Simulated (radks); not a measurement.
Question: Neutral dysprosium: order these configurations by energy. Method: Dirac Kohn-Sham, PBE, spin-unpolarised, spherical densities, finite nucleus; Fermi nuclear charge, rms radius of each element as measured or else 0.836 A^(1/3) + 0.57 fm; computed with a radial shooting solver on a logarithmic mesh with Libxc functionals. Sub-shells are occupied by j as written (lower j first in brackets). [Xe] 4f(5/2: 5, 7/2: 4) 5d(3/2: 1, 5/2: 0) 6s2; [Xe] 4f(5/2: 5, 7/2: 4) 6s2 6p(1/2: 1, 3/2: 0); [Xe] 4f(5/2: 6, 7/2: 3) 5d(3/2: 1, 5/2: 0) 6s2; [Xe] 4f(5/2: 6, 7/2: 3) 6s2 6p(1/2: 1, 3/2: 0); [Xe] 4f(5/2: 6, 7/2: 4) 6s2.

Answer: From the lowest, in eV above it: [Xe] 4f(5/2: 6, 7/2: 4) 6s2 0.000; [Xe] 4f(5/2: 6, 7/2: 3) 5d(3/2: 1, 5/2: 0) 6s2 3.630; [Xe] 4f(5/2: 5, 7/2: 4) 5d(3/2: 1, 5/2: 0) 6s2 4.568; [Xe] 4f(5/2: 6, 7/2: 3) 6s2 6p(1/2: 1, 3/2: 0) 5.127; [Xe] 4f(5/2: 5, 7/2: 4) 6s2 6p(1/2: 1, 3/2: 0) 6.067.
